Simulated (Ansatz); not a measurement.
`[CH3][In]([Cl])[Cl]` + `C[O][GeH]([OH])[OH]` → `C[O][GeH]([OH])[O]C` + `[Cl][InH][Cl]`  (substitution at a C–In bond)

Isolated molecules relaxed with PBE0-D4/def2-TZVP in Ansatz; ΔE leaves out vibrations. CCSD(T)/CBS is the MP2 limit (def2-TZVPP, def2-QZVPP) plus CCSD(T) − MP2 in def2-TZVPP, frozen cores. Functionals use def2-TZVPP. def2 core potentials past Kr. For Ge, In outer-core shells are correlated without core-valence functions, which leaves a few kJ/mol of doubt a bond. Scalar relativity is left out up to krypton. One conformer a species, not always the lowest.

| species | ωB97X-V energy (Eh) |
| --- | --- |
| `[CH3][In]([Cl])[Cl]` | -1150.43173 |
| `C[O][GeH]([OH])[OH]` | -2344.30265 |
| `C[O][GeH]([OH])[O]C` | -2383.60077 |
| `[Cl][InH][Cl]` | -1111.10215 |

Work out ΔE.

ΔE = (-2383.60077) + (-1111.10215) − (-1150.43173) − (-2344.30265) = 0.03146 Eh = +82.6 kJ/mol. CCSD(T)/CBS gives +95.4 kJ/mol.

Largest T1 diagnostic among the species: 0.013.

In def2-TZVPP, CCSD(T) changes the Hartree–Fock value by +16.0 kJ/mol (the triples alone add +1.5 kJ/mol) and MP2 by +27.2 kJ/mol. The D4 term adds −3.2 kJ/mol with B3LYP and −1.8 kJ/mol with PBE0; it sums over pairs of atoms, weighted by their polarisabilities, and B3LYP, whose exchange is more repulsive, gets the larger term.

B3LYP here is the variant with VWN-RPA as its local correlation; programs differ in this.
